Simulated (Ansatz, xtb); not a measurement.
C16H11NS: where a starting geometry ends

The starting geometry of this gas-phase singlet was built from a drawn formula by distance geometry and a force field; its bonds are those of `C1=CN2C3=C4SC(=C4C(=C1)/C=C\[C@@H]1[C@@H]4[C@H]1[C@@H]42)C=C3`.

```yaml
atoms:
  - { symbol: C, position_ang: [-0.9793, 2.4392, -0.8292] }
  - { symbol: C, position_ang: [-2.1483, 1.8623, -0.4518] }
  - { symbol: C, position_ang: [-2.1578, 0.6169, 0.2608] }
  - { symbol: C, position_ang: [-2.0016, -0.4765, -0.8560] }
  - { symbol: C, position_ang: [-2.6632, -0.8062, 0.4027] }
  - { symbol: C, position_ang: [-1.3940, -1.5840, -0.0201] }
  - { symbol: C, position_ang: [0.7791, -1.5070, -1.0805] }
  - { symbol: C, position_ang: [1.1370, -0.4301, -1.8905] }
  - { symbol: C, position_ang: [0.5507, 0.9250, -1.8015] }
  - { symbol: C, position_ang: [0.3074, 1.7031, -0.6923] }
  - { symbol: C, position_ang: [0.8959, 1.5700, 0.6605] }
  - { symbol: C, position_ang: [2.2428, 1.4927, 1.0597] }
  - { symbol: C, position_ang: [2.9919, 0.2739, 1.1089] }
  - { symbol: C, position_ang: [2.2316, -0.8667, 1.1331] }
  - { symbol: C, position_ang: [0.8341, -0.7356, 1.1609] }
  - { symbol: C, position_ang: [0.4825, 0.5273, 1.5040] }
  - { symbol: N, position_ang: [0.1462, -1.4870, 0.1168] }
  - { symbol: S, position_ang: [1.3475, 1.5241, 2.7048] }
  - { symbol: H, position_ang: [-0.9494, 3.4638, -1.2912] }
  - { symbol: H, position_ang: [-3.0950, 2.3951, -0.5552] }
  - { symbol: H, position_ang: [-1.7482, 0.7151, 1.2528] }
  - { symbol: H, position_ang: [-2.6315, -0.6242, -1.7296] }
  - { symbol: H, position_ang: [-3.6988, -1.1039, 0.2600] }
  - { symbol: H, position_ang: [-1.6347, -2.5741, -0.3188] }
  - { symbol: H, position_ang: [1.1808, -2.4235, -1.3560] }
  - { symbol: H, position_ang: [1.7071, -0.5972, -2.8000] }
  - { symbol: H, position_ang: [-0.0243, 1.0941, -2.7255] }
  - { symbol: H, position_ang: [4.0641, 0.2667, 1.0260] }
  - { symbol: H, position_ang: [2.7352, -1.8949, 0.9591] }
```

Where would you expect an optimisation with r2SCAN-D4/def2-SVP to take it?

A new bond forms, giving a structure given below by its coordinates. Distances that change by over a tenth: C15–C16 (1.36 → 1.51 Å). Contacts that close: C12–C16 (2.06 → 1.56 Å).

The energy falls by 5.73 eV over 22 steps:

```csv
step,E − E(last) (eV)
1,5.729
3,2.614
6,1.443
8,1.215
10,1.003
13,0.510
15,0.150
17,0.020
20,0.000
22,0.000
```

Final geometry (Å):

```yaml
atoms:
  - { symbol: C, position_ang: [-1.0176, 2.4543, -0.9021] }
  - { symbol: C, position_ang: [-2.1626, 1.7305, -0.8752] }
  - { symbol: C, position_ang: [-1.8964, 0.3181, -0.5703] }
  - { symbol: C, position_ang: [-2.4739, -1.0539, -0.7048] }
  - { symbol: C, position_ang: [-2.2369, -0.5010, 0.6542] }
  - { symbol: C, position_ang: [-1.4379, -1.6712, 0.2049] }
  - { symbol: C, position_ang: [0.5940, -1.3233, -1.2701] }
  - { symbol: C, position_ang: [1.1784, -0.1740, -1.8828] }
  - { symbol: C, position_ang: [1.1100, 1.2215, -1.6927] }
  - { symbol: C, position_ang: [0.3421, 1.8352, -0.6151] }
  - { symbol: C, position_ang: [0.6348, 1.6601, 0.7260] }
  - { symbol: C, position_ang: [1.7691, 1.2493, 1.5844] }
  - { symbol: C, position_ang: [2.7841, 0.2588, 1.2153] }
  - { symbol: C, position_ang: [2.1578, -0.9239, 0.9122] }
  - { symbol: C, position_ang: [0.7361, -0.8097, 0.9963] }
  - { symbol: C, position_ang: [0.3892, 0.5189, 1.6201] }
  - { symbol: N, position_ang: [-0.0024, -1.3781, -0.0133] }
  - { symbol: S, position_ang: [0.9845, 1.0979, 3.2386] }
  - { symbol: H, position_ang: [-1.0398, 3.5390, -1.0760] }
  - { symbol: H, position_ang: [-3.1478, 2.1835, -1.0266] }
  - { symbol: H, position_ang: [-0.8367, 0.2584, -0.7637] }
  - { symbol: H, position_ang: [-3.3543, -1.4946, -1.1708] }
  - { symbol: H, position_ang: [-2.8894, -0.3312, 1.5093] }
  - { symbol: H, position_ang: [-1.6364, -2.6529, 0.6494] }
  - { symbol: H, position_ang: [0.4863, -2.2177, -1.8948] }
  - { symbol: H, position_ang: [1.6342, -0.4467, -2.8442] }
  - { symbol: H, position_ang: [1.3438, 1.8023, -2.5965] }
  - { symbol: H, position_ang: [3.8582, 0.4375, 1.2768] }
  - { symbol: H, position_ang: [2.6372, -1.8286, 0.5238] }
```

From the same start GFN2-xTB reaches the same bonding as this run.

No frequencies were run, so the end isn't proven a minimum. Run with Ansatz 0.2.0, 3.3 min on 8 threads of Arm Neoverse V2, with other jobs on the host.
